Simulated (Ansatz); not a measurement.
Reaction (substitution at a C–O bond): `CO[Si](N)(F)F` + `[BH2][AlH][OH]` → `[BH2][AlH][O]C` + `N[Si](O)(F)F`

Gas-phase electronic energies from Ansatz, PBE0-D4/def2-TZVP geometries. CBS: MP2 limit from def2 TZ/QZ plus the TZ coupled-cluster correction, frozen cores. Functionals use def2-TZVPP. HSE06 is defined as in plane-wave codes. One conformer a species, not always the lowest.

Task: Is it downhill or uphill in electronic energy at CCSD(T)/CBS, and by how much? (Best estimate.)

Result: The calculation gave: Uphill: ΔE = +7.1 kJ/mol.

Task: What do these levels give: revPBE-D4, B97M-V, PBE0-D4, HSE06-D4, BHLYP-D4, ωB97X-V, PBE, r2SCANh, r2SCAN0, MP2/def2-TZVPP, HF/def2-QZVPP, HF/CBS(def2)? (Estimate.)

Result: The calculation gave: revPBE-D4 4.7, B97M-V 4.7, PBE0-D4 5.0, HSE06-D4 4.8, BHLYP-D4 7.7, ωB97X-V 7.3, PBE 3.1, r2SCANh 4.6, r2SCAN0 4.9, MP2/def2-TZVPP 6.4, HF/def2-QZVPP 7.2, HF/CBS(def2) 7.3 kJ/mol.

Largest T1 diagnostic among the species: 0.012.

Leaving LDA and LC-ωPBE aside and taking each functional with its dispersion term where it has one, the values, not all of them listed here, spread over 3.7 kJ/mol, from PBE-D4 to CAM-B3LYP-D4.
